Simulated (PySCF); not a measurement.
**ZnCl⁻: one state, many levels of theory**

State: ¹Σ⁺ (singlet), closed shell. Set-up: Zn def2-TZVPPD, Cl def2-TZVPPD; no relativity (PySCF 2.14). De refers to Zn + Cl⁻ in their ground configurations, without counterpoise correction. A positive dipole points towards Cl; it is taken about the centre of mass and depends on that origin.

```json
{"Level": "RHF", "Re (Å)": "2.552", "ωe (cm⁻¹)": "162", "De (eV)": "n/a", "μ (D)": "-1.24", "CPU s a point (SCF and correlation, without the integrals)": "1.1"}
{"Level": "RHF-MP2", "Re (Å)": "2.485", "ωe (cm⁻¹)": "176", "De (eV)": "0.67", "μ (D)": "n/a", "CPU s a point (SCF and correlation, without the integrals)": "1.7"}
{"Level": "RHF-SCS-MP2", "Re (Å)": "2.516", "ωe (cm⁻¹)": "168", "De (eV)": "0.62", "μ (D)": "n/a", "CPU s a point (SCF and correlation, without the integrals)": "n/a"}
{"Level": "RHF-CCSD", "Re (Å)": "2.508", "ωe (cm⁻¹)": "174", "De (eV)": "n/a", "μ (D)": "n/a", "CPU s a point (SCF and correlation, without the integrals)": "n/a"}
{"Level": "RHF-CCSD(T)", "Re (Å)": "2.497", "ωe (cm⁻¹)": "178", "De (eV)": "0.68", "μ (D)": "n/a", "CPU s a point (SCF and correlation, without the integrals)": "57"}
{"Level": "LDA", "Re (Å)": "2.405", "ωe (cm⁻¹)": "208", "De (eV)": "0.99", "μ (D)": "-1.17", "CPU s a point (SCF and correlation, without the integrals)": "0.89"}
{"Level": "PBE", "Re (Å)": "2.522", "ωe (cm⁻¹)": "172", "De (eV)": "0.70", "μ (D)": "-1.80", "CPU s a point (SCF and correlation, without the integrals)": "1.3"}
{"Level": "PW91", "Re (Å)": "2.520", "ωe (cm⁻¹)": "172", "De (eV)": "0.71", "μ (D)": "-1.86", "CPU s a point (SCF and correlation, without the integrals)": "0.94"}
{"Level": "BP86", "Re (Å)": "2.526", "ωe (cm⁻¹)": "171", "De (eV)": "0.67", "μ (D)": "-1.84", "CPU s a point (SCF and correlation, without the integrals)": "0.9"}
{"Level": "r²SCAN", "Re (Å)": "2.456", "ωe (cm⁻¹)": "194", "De (eV)": "0.83", "μ (D)": "-1.14", "CPU s a point (SCF and correlation, without the integrals)": "1.5"}
{"Level": "PBE0", "Re (Å)": "2.489", "ωe (cm⁻¹)": "181", "De (eV)": "0.73", "μ (D)": "-1.45", "CPU s a point (SCF and correlation, without the integrals)": "4.8"}
{"Level": "r²SCAN0", "Re (Å)": "2.453", "ωe (cm⁻¹)": "195", "De (eV)": "0.81", "μ (D)": "-1.10", "CPU s a point (SCF and correlation, without the integrals)": "2.6"}
{"Level": "BHandHLYP", "Re (Å)": "2.528", "ωe (cm⁻¹)": "169", "De (eV)": "n/a", "μ (D)": "-1.77", "CPU s a point (SCF and correlation, without the integrals)": "2"}
{"Level": "LC-ωPBE", "Re (Å)": "2.441", "ωe (cm⁻¹)": "192", "De (eV)": "0.73", "μ (D)": "-0.96", "CPU s a point (SCF and correlation, without the integrals)": "3.4"}
```

The bond length runs from 2.405 Å (LDA) to 2.552 Å (RHF). De spans 0.62 eV (RHF-SCS-MP2, perturbation theory) to 0.99 eV (LDA, local density).

Correlated steps freeze 10 core orbitals. For an ion De counts to the pair picked by the measured ionisation energies or electron affinities, which need not be the lowest pair at this level. The highest Kohn–Sham level is positive in this anion. Much of that is self-interaction error, but it also means that the finite basis helps to hold the extra electron.

The whole job (state search and all levels along the bond) took about 7 min on 2 threads of Intel Xeon 6975P-C (shared host), peak memory 5 GiB.
